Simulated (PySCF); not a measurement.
Compound: CH₇NSSi.
Z-matrix (Å and degrees, PBE0-D3(BJ)/def2-SVP geometry), rows numbered from 1:
```
C 
S   1  1.8214
Si  2  2.1530  1   99.67
N   3  1.7213  2  112.19  1   164.40
H   1  1.1001  2  111.34  3   -53.24
H   1  1.0994  2  111.63  3    69.55
H   1  1.0982  2  107.00  3  -171.83
H   3  1.4943  2  111.46  1   -76.11
H   3  1.4964  2  106.27  1    42.84
H   4  1.0137  3  119.07  2    85.78
H   4  1.0142  3  120.13  2   -56.97
```

Computed at PBE0/pcSseg-1 (PySCF, non-relativistic), with Q(33S) = −0.0678 b, Q(14N) = 0.02044 b: S2, 33S (I = 3/2): χzz = 36.10 MHz, η = 0.932; N4, 14N (I = 1): χzz = -4.551 MHz, η = 0.275.

Where would the pure quadrupole (NQR) lines of 33S at S2 fall for the rigid, isolated species?

From ν = (|χ|/2)√(1 + η²/3): ν = 20.50 MHz (sulfur bonded to C and Si).

Find the zero-field quadrupole resonance frequencies of 14N at N4.

From ν± = (3/4)|χ|(1 ± η/3) and ν0 = |χ|η/2: ν+ 3.726 MHz, ν− 3.101 MHz, ν0 0.625 MHz (silicon-bound nitrogen).

In a crystal, neighbours and librations shift these lines. The basis is small and wasn't made for field gradients, so the couplings can be 20 % off.

One conformer stands for the species.
